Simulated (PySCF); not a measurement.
A structure optimised at PBE-D3(BJ)/def2-SVP, used in a PySCF frequency run:

```
Si
O 1 1.6879
H 2 0.9735 1 112.99
N 1 1.7415 2 109.47 3 43.22
H 4 1.0227 1 118.24 2 -151.36
H 4 1.0233 5 110.09 1 142.92
C 1 1.8772 2 115.13 3 -77.36
H 7 1.1087 1 110.48 2 -43.17
H 7 1.1087 8 108.13 1 -123.56
H 7 1.1095 8 107.62 9 -117.11
C 1 1.9043 2 102.13 3 165.44
F 11 1.4057 1 107.83 2 177.36
H 11 1.1144 12 108.82 1 121.65
H 11 1.1144 13 106.79 12 -117.58
```

Task: Write its SMILES and formula.

Result: C[Si@@](N)(O)CF, C2H8FNOSi

Task: What are its rotational constants (standard atomic weights)?

Result: 3.2414, 1.9904, 1.9086 GHz
